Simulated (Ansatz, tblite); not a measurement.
Forces on the cluster H3W2 at its PBE-D4/def2-TZVP geometry. Total charge 0; doublet.

In the def2 sets W takes a core potential; there is no spin–orbit coupling. The xTB rows come from tblite. At ωB97M-V/def2-TZVP the charge 0 doublet is spin-contaminated (final ⟨S²⟩ up to 1.72, 0.75 for a pure state). The structure comes from a short search, and lower isomers may exist.

GFN1-xTB (tblite), largest force 47.77 eV/Å:

```xyz
5
positions Å, forces eV/Å
W     0.174   -0.871   -0.178   -9.267  -45.280  -12.077
W     0.591    1.200    0.359    9.070   45.368   11.712
H     0.716   -1.447    1.354   -0.188    0.251   -0.104
H     0.036    1.704   -1.180    0.239   -0.056    0.181
H    -1.517   -0.585   -0.355    0.145   -0.282    0.288
```

GFN2-xTB (tblite), largest force 21.89 eV/Å:

```
W -4.791 -20.559 -4.641
W 3.933 21.147 4.043
H -0.647 0.105 -0.825
H 0.562 0.117 1.002
H 0.943 -0.811 0.420
```

ωB97M-V/def2-TZVP (Ansatz), largest force 0.23 eV/Å:

```
W -0.066 -0.161 0.079
W 0.031 0.218 -0.061
H 0.002 -0.096 -0.007
H 0.014 0.086 0.008
H 0.018 -0.047 -0.019
```
